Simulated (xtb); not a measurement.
C$_{4}$H$_{9}$O$_{3}$Si (SMILES C=C[Si]([O])(OC)OC), doublet, at a GFN2-xTB geometry. Base run: GFN0-xTB run with xtb.

Input for xtb:
```
$ xtb mol.xyz --gfn 0 --uhf 1 --json

# file mol.xyz
17

C     -1.16378327     2.32077789    -0.05444850
C     -0.20918460     1.61039233     0.46448743
Si     0.17195920    -0.25332511    -0.23780180
O      0.23081552    -0.04888493    -1.75200223
O     -1.03336833    -0.98953057     0.58055555
C     -2.35345598    -0.98209564     0.15310211
O      1.42126644    -0.66730468     0.71372810
C      2.75347124    -0.53276168     0.33469852
H     -1.42283444     3.29964269     0.33355655
H     -1.73379526     1.99095718    -0.90701580
H      0.43190449     1.84288055     1.29258962
H     -2.42452562    -1.17284166    -0.91923206
H     -2.88925905    -1.75808322     0.70236234
H     -2.81735583    -0.01255099     0.36673452
H      3.33276586    -1.29381403     0.86055344
H      3.12893806     0.45592086     0.61599108
H      2.87473949    -0.65767598    -0.74160333
```

The base run was repeated with changes; each row names its change, and settings that it needs were set with it.

```csv
change,ΔE vs base (kJ/mol)
base,0.00
etemp = 10000,-222.3
etemp = 10,0.00
etemp = 1000,-1.53
```
